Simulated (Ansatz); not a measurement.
Ideal-gas functions of CH3KO (`C[O][K]`) at 298.15 K and 1 bar, from an Ansatz frequency run at PBE0-D4/def2-TZVP.

Molar mass 70.13 g/mol, point group C3v (symmetry number 3), electronic degeneracy 1, moments of inertia 3.139, 166.951, 166.951 u Å². Harmonic wavenumbers (cm⁻¹, unscaled): 127, 127, 358, 1180, 1180, 1193, 1475, 1480, 1480, 2854, 2860, 2860.

Use S(trans) = R[1.5 ln M + 2.5 ln T − 1.1517]; rotational temperatures θ = 24.2544 K / I; S(rot) = R[ln(√π/σ · √(T³/θAθBθC)) + 1.5]; for each mode x = 1.438777 ν̃/T, S = R[x/(eˣ − 1) − ln(1 − e⁻ˣ)] and H = RT x/(eˣ − 1); 1 cm⁻¹ = 0.0119627 kJ/mol; R = 8.31446 J/(mol·K).

Question: By hand: the entropy, in J/(mol·K).

Answer: Translation 161.9. Rotation: θ = 7.7268, 0.1453, 0.1453 K, giving 86.7. Vibration, mode by mode: 12.51, 12.51, 4.73, 0.19, 0.19, 0.18, 0.05, 0.05, 0.05, 0.00, 0.00, 0.00, in all 30.5. Electronic 0.0. Sum 279.1 J/(mol·K).

Question: By hand: H − E and G − E in kJ/mol, counted from the electronic energy.

Answer: Zero-point energy ½ × 17174 × 0.0119627 = 102.7; thermal vibration 4.7; translation, rotation and pV give 4 RT = 9.9. H − E = 117.3 kJ/mol, and G − E = 117.3 − 298.15 × 279.1/1000 = 34.1 kJ/mol.

Vibration gives 11 % of the entropy, 25.0 J/(mol·K) of it from the modes under 150 cm⁻¹: soft modes count most, and the harmonic formula is weakest for them.
